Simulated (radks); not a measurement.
The numbers below are computed, except where a source is named.
Coulomb parameter of the 4f shell of the holmium ion Ho2+ in the model configuration [Xe] 4f9.5 6p1.5, as a second difference U = [E(n + 1) + E(n - 1) - 2 E(n)] / (1)^2 with all orbitals relaxed. "Bare": the charge of the atom changes with n. "Screened": the 6p shell takes up the change at fixed total charge, which measures U(4f,4f) + U(6p,6p) - 2 U(4f,6p). Level of theory: scalar-relativistic Kohn-Sham, r2SCAN, spin-unpolarised, spherical densities, finite nucleus; meta-GGA in the generalised Kohn-Sham scheme; Fermi nuclear charge, rms radius 5.2022 fm (a radial shooting solver on a logarithmic mesh with Libxc functionals).

\begin{tabular}{lrr}
case & configuration & E - E(n) (eV) \\ \hline
start & [Xe] 4f9.5 6p1.5 & 0.000 \\
bare +1 & [Xe] 4f10.5 6p1.5 & -24.221 \\
bare -1 & [Xe] 4f8.5 6p1.5 & 43.150 \\
screened +1 & [Xe] 4f10.5 6p0.5 & -15.204 \\
screened -1 & [Xe] 4f8.5 6p2.5 & 24.862 \\
\end{tabular}

U(bare) = 18.929 eV, U(screened by 6p) = 9.659 eV, against the Slater integral F0(4f,4f) = 33.066 eV with frozen orbitals.
